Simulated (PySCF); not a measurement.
C₃H₅NSi.
Numbering: `[N:1]#[C:2][C@@H:3]1[CH2:4][SiH2:5]1` (hydrogens: H6 on C3; H7, H8 on C4; H9, H10 on Si5)

Method: MP2 and CCSD/aug-cc-pVDZ in PySCF, restricted Hartree–Fock reference, 9 core orbitals frozen, non-relativistic, gas phase, PBE0-D3(BJ)/def2-SVP geometry.

E(HF) = -459.85919 Eh.

Q: How large is the problem?

A: 164 basis functions and 44 electrons; 9 orbitals frozen, which leaves o = 13 correlated occupied and v = 142 virtual orbitals. That is o·v = 1846 singles and o·v(o·v + 1)/2 = 1704781 distinct closed-shell doubles amplitudes before symmetry; the costliest CCSD step grows as o²v⁴ = 6.9 × 10^10.

Q: What are the MP2 and CCSD correlation energies?

A: MP2 -0.6775 Eh and CCSD -0.7167 Eh, which gives totals of -460.53674 and -460.57585 Eh. That is 0.750 eV for each correlated electron at CCSD (1882 kJ/mol in all, 0.156 % of the total energy); MP2 gives 94.5 % of the CCSD value.

Q: What is the T1 diagnostic?

A: 0.0134, below the customary warning level of 0.02. It is the norm of the spatial-orbital singles amplitudes over the root of the number of correlated electrons, so the norm is 0.068.

Q: How does correlation change the dipole moment?

A: HF gives 5.16 D and CCSD (unrelaxed density) 4.58 D, a change of -0.58 D.

No triples correction and no basis-set extrapolation were made.
